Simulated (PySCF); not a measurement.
## Potential energy of BeO along the bond

Set-up: basis Be 6-31G(d,p), O 6-31G(d,p); no relativity; PySCF 2.14. Energies in eV from Be + O in their ground configurations at the same level. State: ¹Σ⁺ (singlet), closed shell.

Curves on a restricted Hartree–Fock reference rise too fast on stretching and do not dissociate correctly.

```csv
R (Å),RHF-CCSD,r²SCANh,PBEsol,RHF
1.142,,-3.284,-4.012,-0.557
1.195,-2.988,-4.000,-4.754,-1.190
1.248,-3.406,-4.408,-5.194,-1.506
1.288,-3.565,-4.559,-5.373,-1.583
1.328,-3.621,-4.608,-5.449,-1.553
1.368,-3.594,-4.574,-5.444,-1.439
1.421,-3.458,-4.430,-5.339,-1.186
1.487,-3.174,-4.138,-5.094,-0.760
1.567,-2.733,-3.682,-4.691,-0.161
1.673,,-2.986,-4.053,0.644
```

Put a parabola through the three lowest points of the RHF-CCSD curve and estimate Re, k and ωe (reduced mass 5.764 u; 1 eV/Å² = 0.16022 mdyn/Å; ωe = 1302.8·√(k/μ) cm⁻¹).

Through R = 1.288, 1.328, 1.368 Å the second-order coefficient is 25.9 eV/Å², so Re ≈ 1.335 Å, k ≈ 8.31 mdyn/Å and ωe ≈ 1564 cm⁻¹. A polynomial fit of higher order to the unrounded RHF-CCSD energies gives Re = 1.334 Å, k = 8.05 mdyn/Å, ωe = 1540 cm⁻¹; anharmonicity and rounding make the difference.

The higher-order fit for each curve: RHF-CCSD: Re = 1.334 Å, ωe = 1540 cm⁻¹, De = 3.62 eV; r²SCANh: Re = 1.330 Å, ωe = 1552 cm⁻¹, De = 4.61 eV; PBEsol: Re = 1.345 Å, ωe = 1478 cm⁻¹, De = 5.46 eV; RHF: Re = 1.296 Å, ωe = 1741 cm⁻¹, De = 1.58 eV.

Correlated steps freeze 1 core orbital. Correlated levels converge slowly with the basis: in double zeta they bind strong bonds too weakly, by up to about 1 eV, and carry superposition errors of some tenths. Where the molecule has an RHF reference, its open-shell atoms are computed with UHF. The CCSD T1 diagnostic is raised, a sign that a single reference may not be enough here.
